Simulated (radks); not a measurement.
N6+, 1 electrons, occupied as 1s1.

Method: non-relativistic Kohn-Sham, exchange-only B88, spin-polarised, spherical densities, point nucleus; open shells are filled with parallel spins first; computed with a radial shooting solver on a logarithmic mesh with Libxc functionals.

Energy parts (hartree):
| part | energy |
|---|---|
| total | -24.48139 |
| kinetic | 24.48139 |
| electron-nucleus | -48.98078 |
| Hartree | 2.18274 |
| exchange | -2.16473 |

Orbitals (lengths in bohr, moments of r in powers of bohr; r(max) is where P^2 peaks):
orbital  occ.  eigenvalue (hartree)  <1/r>  r(max)    <r^2>
1s up       1             -22.87754  6.997  0.1425  0.06178

The highest occupied level is 1s up at -622.53 eV. Summed over all electrons, <r^2> = 0.06178 bohr^2, which gives a Langevin (diamagnetic) susceptibility term of -0.0489 x 10^-6 cm^3/mol. The density falls to 0.001 e/bohr^3 at r = 0.83 bohr.
